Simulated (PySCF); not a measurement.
# Adding and removing an electron: SnB

r²SCAN; Sn aug-cc-pVDZ-PP with ECP28, B aug-cc-pVDZ; scalar-relativistic core potentials (PySCF 2.14). Neutral (UKS): quartet (σ ↑, π ↑↑), Re = 2.191 Å, ωe = 553 cm⁻¹, De = 2.93 eV, HOMO -5.44 eV, LUMO -3.51 eV.

SnB⁻ (UKS): triplet (σ ↑, π ↑), Re = 2.136 Å, ωe = 589 cm⁻¹, De = 2.79 eV to Sn⁻ + B. The energies at the minima are -239.06752 hartree for SnB and -239.11825 for SnB⁻.

Problem. Work out the adiabatic electron affinity, without and with harmonic zero-point energies (1 hartree = 27.2114 eV, 1 eV = 8065.5 cm⁻¹), and the change of the bond length.

Solution. At r²SCAN: 0.05073 hartree = 1.380 eV between the minima; the zero-point term (553.0 − 589.0)/2 cm⁻¹ = -0.002 eV makes it 1.378 eV. Re changes by -5.5 pm against the neutral. The electron enters a π orbital, and the shorter bond of the ion fits a bonding orbital, or a change in how ionic the bond is.

These are scalar-relativistic numbers at best; spin–orbit coupling would shift them, the dissociation energy most. For an ion De counts to the pair picked by the measured ionisation energies or electron affinities, which need not be the lowest pair at this level. The highest Kohn–Sham level is positive in this anion. Much of that is self-interaction error, but it also means that the finite basis helps to hold the extra electron. States were picked by a PBE0 search and need not be the measured ground states.
